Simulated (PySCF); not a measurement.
Job file and geometry (Å, from GFN2-xTB) of an NMR shielding run on SMILES c1(C)c(SC)nnn1C, C₅H₉N₃S, PySCF 2.14.0, density-fitted response routines, GIAO PBE0/pcSseg-1 NMR shielding, non-relativistic, gas phase; density fitting, a coarse starting grid and PySCF grid level 2 are the driver's defaults:

```
{"job": {"kind": "nmr", "xc": "PBE0", "basis": "pcSseg-1"}, "charge": 0, "multiplicity": 1}
C      3.479698    -0.009651    -0.448079
S      2.109222     1.173653    -0.517588
C      0.803016     0.086116    -0.120263
N      0.974558    -1.226232     0.134733
N     -0.166727    -1.750383     0.391369
N     -1.102604    -0.812392     0.313285
C     -2.482070    -1.108543     0.553004
C     -0.547748     0.383178    -0.009973
C     -1.307213     1.641254    -0.178669
H      4.382010     0.541237    -0.693184
H      3.298921    -0.799862    -1.169681
H      3.537120    -0.423284     0.553579
H     -2.856258    -0.528498     1.398694
H     -2.555739    -2.170594     0.777028
H     -3.080383    -0.877373    -0.330122
H     -2.061706     1.535718    -0.958936
H     -1.811730     1.914960     0.748585
H     -0.621129     2.437010    -0.455442
```

Question: Write the output of this run.

Answer: 
```
coarse grid: 15824 points
cycle   1  E = -757.6444330927  dE =  1.577e+00  |g| = 4.531e-01  |ddm| = 4.126e+00
cycle   2  E = -757.5908603442  dE =  5.357e-02  |g| = 6.992e-01  |ddm| = 1.019e+00
cycle   3  E = -757.6891834443  dE = -9.832e-02  |g| = 1.394e-01  |ddm| = 6.469e-01
cycle   4  E = -757.6927543388  dE = -3.571e-03  |g| = 5.264e-02  |ddm| = 1.439e-01
cycle   5  E = -757.6933873164  dE = -6.330e-04  |g| = 1.160e-02  |ddm| = 5.779e-02
cycle   6  E = -757.6934168026  dE = -2.949e-05  |g| = 3.756e-03  |ddm| = 1.522e-02
cycle   7  E = -757.6934200096  dE = -3.207e-06  |g| = 8.227e-04  |ddm| = 3.854e-03
final grid: 149112 points
cycle   8  E = -757.7455070247  dE = -3.909e-05  |g| = 9.369e-03  |ddm| = 4.193e-02
cycle   9  E = -757.7454991158  dE =  7.909e-06  |g| = 1.090e-02  |ddm| = 1.976e-02
cycle  10  E = -757.7455286516  dE = -2.954e-05  |g| = 9.931e-04  |ddm| = 1.145e-02
cycle  11  E = -757.7455288775  dE = -2.259e-07  |g| = 2.996e-04  |ddm| = 1.195e-03
cycle  12  E = -757.7455288936  dE = -1.607e-08  |g| = 1.363e-04  |ddm| = 3.763e-04
cycle  13  E = -757.7455288974  dE = -3.762e-09  |g| = 4.497e-05  |ddm| = 1.407e-04
cycle  14  E = -757.7455288978  dE = -4.175e-10  |g| = 1.086e-05  |ddm| = 4.731e-05
converged SCF energy = -757.7455288978

GIAO shielding tensors (ppm)
atom      isotropic    diamagn.    paramagn.     s11        s22        s33       span
  0 C      168.242     250.122     -81.880    159.742    163.805    181.179     21.436
  1 S      551.592    1057.862    -506.271    381.736    484.520    788.520    406.784
  2 C       40.355     262.994    -222.639    -21.084     40.443    101.705    122.789
  3 N     -101.073     329.431    -430.504   -314.908   -167.022    178.709    493.617
  4 N     -132.914     316.331    -449.246   -365.885   -129.962     97.104    462.989
  5 N        6.225     340.048    -333.824   -157.697     66.389    109.983    267.680
  6 C      151.957     245.083     -93.125    133.747    137.049    185.076     51.329
  7 C       55.148     258.542    -203.394    -12.501     43.499    134.447    146.948
  8 C      177.364     246.953     -69.590    165.679    180.272    186.140     20.461
  9 H       29.603      27.743       1.861     24.468     26.858     37.484     13.016
 10 H       28.620      30.254      -1.634     23.402     26.335     36.123     12.721
 11 H       28.638      30.218      -1.580     23.429     26.291     36.194     12.766
 12 H       28.064      29.015      -0.951     23.599     26.534     34.059     10.460
 13 H       27.081      28.821      -1.739     22.305     26.508     32.431     10.126
 14 H       28.064      29.043      -0.979     23.571     26.611     34.009     10.439
 15 H       29.519      28.961       0.558     24.620     27.502     36.435     11.815
 16 H       29.520      28.923       0.597     24.703     27.341     36.516     11.813
 17 H       29.076      29.435      -0.359     22.612     30.135     34.481     11.869
```

Question: Turn these shieldings into chemical shifts. δ = σ(ref) − σ, references computed at the same level: 13C (σ = 186.93 ppm), 1H (σ = 31.72 ppm) against TMS; 33S (σ = 503.73 ppm) against CS2; 15N (σ = 267.73 ppm) vs NH3.

Answer: Averaging equivalent atoms: C 2: 146.6; C 7: 131.8; C 6: 35.0; C 0: 18.7; C 8: 9.6; S 1: -48; N 4: 400.6; N 3: 368.8; N 5: 261.5; H 12/13/14: 3.98; H 9/10/11: 2.76; H 15/16/17: 2.35 ppm. Experimental scales use liquid or dissolved standards, which lie at an offset from isolated NH3 (liquid NH3: subtract about 20 ppm). Unscaled 15N shifts of sp2 nitrogen come out 20 to 40 ppm too high even then.

Size and cost of the density-fitted run: 205 basis functions, of the order of 80 core-seconds.
